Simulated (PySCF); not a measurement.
# Diatomic cations of Si with the fifth-period p block

PBE0 with double-zeta basis sets in PySCF, for the lowest determinant that a PBE0 search found; no spin–orbit coupling. De refers to high-spin ground-configuration atoms (the charge goes to the atom of lower measured ionisation energy or higher electron affinity, which is not always the lowest computed limit). A positive dipole points towards Si; it is taken about the centre of mass and depends on that origin.

```csv
M,basis,charged atom,state (unpaired electrons),Re (Å),ωe (cm⁻¹),De (eV),μ (D)
In,x2c-SVPall,In+,"triplet (σ ↑, π ↑)",3.086,124,0.77,1.88
Sn,x2c-SVPall,Sn+,"quartet (σ ↑, π ↑↑)",2.541,319,2.73,1.89
Sb,def2-SVP,Si+,triplet (π ↑↑),2.533,354,2.93,3.31
Te,x2c-SVPall,Si+,doublet (π ↑),2.416,406,3.63,4.18
I,x2c-SVPall,Si+,singlet (closed shell),2.325,458,4.21,4.86
```

Q: By what factor does the well depth vary along the series?

A: At PBE0 it runs from 0.77 eV (InSi⁺) to 4.21 eV (SiI⁺), a factor of 5.47.

The rows differ in basis set, which adds steps of its own.

The state changes along the series, so neighbouring rows are not always alike in their bonding.

These are scalar-relativistic numbers at best; spin–orbit coupling would shift them, the dissociation energy most. For an ion De counts to the pair picked by the measured ionisation energies or electron affinities, which need not be the lowest pair at this level. States were picked by a PBE0 search and need not be the measured ground states.
